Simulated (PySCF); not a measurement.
# Cadmium: a sound run and one with changed settings

Sound run: Cd [Kr] 4d10 5s2, Cd⁺ [Kr] 4d10 5s1. Computed with PySCF 2.14 in def2-TZVP with the def2 core potential (28 electrons) (6s4p3d1f, 40 functions), with scalar relativity through the core potential. The sound run starts from symmetry-adapted Hartree-Fock orbitals and uses a fine grid where one is needed.

Changed run: basis STO-3G, all-electron and non-relativistic. This setting is unsound on purpose.

```
species  method  sound run (hartree)  changed run (hartree)  converged
     Cd     UHF           -166.88392            -5411.53272        yes
     Cd     PBE           -167.78889            -5412.84652        yes
     Cd     LDA           -167.49451            -5407.97584        yes
    Cd⁺     UHF           -166.61424            -5411.42102        yes
    Cd⁺     PBE           -167.45414            -5412.67292        yes
    Cd⁺     LDA           -167.14589            -5407.78973        yes
```

Ionisation energy of Cd:

| method | sound run (eV) | changed run (eV) |
| --- | --- | --- |
| UHF | 7.338 | 3.039 |
| PBE | 9.109 | 4.724 |
| LDA | 9.486 | 5.064 |

A minimal basis cannot let orbitals breathe on ionisation and holds almost no correlation. The Hamiltonian changed with the basis, so the totals do not compare.

For comparison, NIST gives 8.994 eV between the lowest levels.
